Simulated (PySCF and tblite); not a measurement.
Values are calculated unless marked as measured or tabulated.
Bond rotations in several molecules: saddles from GFN2-xTB searches, energies CAM-B3LYP/pcSseg-1 + D3(BJ) // GFN2-xTB, GFN2-xTB thermal terms, Eyring rates at 298.15 K with equivalent paths and no tunnelling (PySCF, tblite). ΔE(end) is the energy of the other minimum.

Order these motions by free-energy barrier at 298.15 K, lowest first.
A. [CH3:1][CH2:2][S@@:3]([CH3:4])=[O:5]: rotation about the C2–S3 bond (torsion C1–C2–S3–C4 from -71° to -172°, falling)
B. [CH:1]#[C:2]/[CH:3]=[CH:4]/[C:5](=[O:6])[NH:7][CH3:8]: rotation about the C4–C5 bond (torsion C3–C4–C5–O6 from 0° to 148°, rising)
C. [CH3:1][N:2]([CH3:3])[B:4]([F:5])[F:6]: rotation about the B4–N2 bond (torsion F5–B4–N2–C1 from 180° to 360°, rising)
D. [CH3:1][CH2:2][Se:3][Se:4][CH2:5][F:6]: rotation about the Se3–Se4 bond (torsion C2–Se3–Se4–C5 from -85° to 94°, rising)

A (2.7 kcal/mol), B (6.0 kcal/mol), D (9.5 kcal/mol), C (21.4 kcal/mol).

Give the values.


```
                                             molecule                                                                            motion  ΔE‡ (kcal/mol)   ΔG‡  ΔE(end)   k (s⁻¹)
                 [CH3:1][CH2:2][S@@:3]([CH3:4])=[O:5]   rotation about the C2–S3 bond (torsion C1–C2–S3–C4 from -71° to -172°, falling)             2.4   2.7      0.2  6.1×10¹⁰
[CH:1]#[C:2]/[CH:3]=[CH:4]/[C:5](=[O:6])[NH:7][CH3:8]       rotation about the C4–C5 bond (torsion C3–C4–C5–O6 from 0° to 148°, rising)             5.8   6.0      2.8   5.3×10⁸
               [CH3:1][CH2:2][Se:3][Se:4][CH2:5][F:6]  rotation about the Se3–Se4 bond (torsion C2–Se3–Se4–C5 from -85° to 94°, rising)             8.7   9.5      1.8   6.3×10⁵
               [CH3:1][N:2]([CH3:3])[B:4]([F:5])[F:6]     rotation about the B4–N2 bond (torsion F5–B4–N2–C1 from 180° to 360°, rising)            22.3  21.4     same    0.0048
```

Such barriers can be off by 1 to 3 kcal/mol. Paths on which GFN2-xTB and DFT differ by 4 kcal/mol or more were left out.

For scale, the study of CC[S@@](C)=O took 45 s on 1 thread of Arm Neoverse V1, on a host shared with other jobs (rough), peak memory 0.68 GiB, launched as `OMP_NUM_THREADS=1 python ens_run.py task.json out`.
